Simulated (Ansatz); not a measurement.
Calculated with Ansatz (gas phase, PBE0-D4/def2-TZVP geometries, no zero-point term in ΔE). CCSD(T)/CBS adds triple-zeta CCSD(T) − MP2 to the extrapolated MP2 energy (def2 sets, frozen cores). Functionals use def2-TZVPP. For Ge outer-core shells are correlated without core-valence functions, which leaves a few kJ/mol of doubt a bond. Scalar relativity is left out up to krypton. One conformer a species, not always the lowest.

Reaction (formal exchange of groups at a B–C bond): `BC1=CC1F` + `[CH3][GeH2][CH2]S` → `B[CH2][GeH2][CH3]` + `FC1C=C1S`

```json
{"level": "PBE-D4", "ΔE (eV)": "-0.18"}
{"level": "r2SCAN-D4", "ΔE (eV)": "-0.17"}
{"level": "PBE0-D4", "ΔE (eV)": "-0.18"}
{"level": "ωB97M-V", "ΔE (eV)": "-0.14"}
{"level": "B2PLYP", "ΔE (eV)": "-0.14"}
{"level": "r2SCAN", "ΔE (eV)": "-0.17"}
{"level": "MP2/def2-TZVPP", "ΔE (eV)": "-0.19"}
{"level": "CCSD/def2-TZVPP", "ΔE (eV)": "-0.13"}
```

Problem. What does CCSD(T)/CBS give? (Estimate.)

Solution. Computed: -0.13 eV. The listed levels differ from it by -0.05, -0.04, -0.05, -0.01, -0.01, -0.04, -0.06, 0.00 eV.

Largest T1 diagnostic among the species: 0.013.

In def2-TZVPP, CCSD(T) changes the Hartree–Fock value by −0.13 eV (the triples alone add −0.02 eV) and MP2 by −0.17 eV.
